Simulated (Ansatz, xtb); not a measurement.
# Relative energy of two isomers of C3H7BO

We compare I, `C=CB(C)O`, a singlet, with II, `B1CCCO1`, a singlet. Both are isolated molecules in the gas phase, relaxed with B3LYP-D3(BJ)/def2-SVP; the shapes shown needn't be the lowest conformers.

I (Å):

| atom | x (Å) | y (Å) | z (Å) |
| --- | --- | --- | --- |
| C | -0.2594 | 2.7968 | 0.6988 |
| C | 0.1887 | 1.5526 | 0.9292 |
| C | -0.1799 | 0.6572 | -1.6605 |
| B | 0.2698 | 0.4308 | -0.1589 |
| O | 0.7541 | -0.7692 | 0.2732 |
| H | -0.6042 | 3.1083 | -0.2939 |
| H | -0.3054 | 3.5637 | 1.4803 |
| H | 0.5191 | 1.3065 | 1.9475 |
| H | -1.2463 | 0.9388 | -1.7054 |
| H | -0.0401 | -0.2255 | -2.3070 |
| H | 0.3773 | 1.4956 | -2.1129 |
| H | 0.7900 | -1.4367 | -0.4233 |

II (Å):

```xyz
12

C    -0.6497   -1.0124   -0.3549
C    -0.1354    0.3943   -0.7349
C    -0.1880    1.1812    0.5839
B    -1.5136   -0.6748    0.9268
O    -1.2166    0.5649    1.3828
H    -2.3211   -1.3421    1.5225
H    -1.1768   -1.5311   -1.1699
H     0.1784   -1.6808   -0.0470
H     0.8725    0.4054   -1.1779
H    -0.8184    0.8550   -1.4676
H    -0.4329    2.2468    0.4580
H     0.7621    1.1160    1.1429
```

Quicker runs give these differences E(II) − E(I): GFN2-xTB −123.3 kJ/mol; HF/STO-3G −163.5 kJ/mol (at GFN2-xTB geometries); r2SCAN-D4/def2-SVP +6.7 kJ/mol (at GFN2-xTB geometries).

**Question.** Estimate E(II) − E(I) at the level CCSD(T)/def2-SVP + ΔMP2/def2-TZVPP.

**Answer.** Calculated at CCSD(T)/def2-SVP + ΔMP2/def2-TZVPP: E(II) − E(I) = +20.8 kJ/mol, so structure I lies lower.

How the difference moves with the method:

```csv
level,geometry,E(II) − E(I) (kJ/mol),departure from the last row (kJ/mol),"job, with rough time for the two"
GFN2-xTB,GFN2-xTB,−123.3,−144.1,"optimisation, 0.32 s"
HF/STO-3G,GFN2-xTB,−163.5,−184.3,"single point, 0.4 s"
r2SCAN-D4/def2-SVP,GFN2-xTB,+6.7,−14.1,"single point, 3 s"
B3LYP-D3(BJ)/def2-SVP,B3LYP-D3(BJ)/def2-SVP,+12.5,−8.4,"optimisation, 50 s"
HF/def2-SVP,B3LYP-D3(BJ)/def2-SVP,+19.1,−1.7,part of the CCSD(T) run
MP2/def2-SVP,B3LYP-D3(BJ)/def2-SVP,+7.9,−12.9,part of the CCSD(T) run
CCSD(T)/def2-SVP,B3LYP-D3(BJ)/def2-SVP,+11.0,−9.8,single point
CCSD(T)/def2-SVP + ΔMP2/def2-TZVPP,B3LYP-D3(BJ)/def2-SVP,+20.8,,"single point, 32 s"
```

As drawn, II has 2 C–C, 1 C–O, 1 B–H in place of 1 C=C, 1 C–B, 1 O–H. Structure I has no ring, II a 5-membered ring.

GFN2-xTB, HF/STO-3G put the two in the other order. The largest departure from CCSD(T)/def2-SVP + ΔMP2/def2-TZVPP is that of HF/STO-3G, 184.3 kJ/mol. The last row adds to CCSD(T) the change of the MP2 difference between the two basis sets, here +9.8 kJ/mol.

With harmonic frequencies from B3LYP-D3(BJ)/def2-SVP (ideal gas, rigid rotor, one conformer each, 298.15 K, 1 atm): the zero-point term adds +7.7 kJ/mol; ΔH is +23.7 and ΔG +35.4 kJ/mol.

The correlated steps freeze 5 core orbitals. Mirror images aren't counted in ΔG. Run with Ansatz 0.2.0, xtb 6.7.1; the last row on 2 threads of Intel(R) Xeon(R) Processor @ 2.70GHz on a shared host.
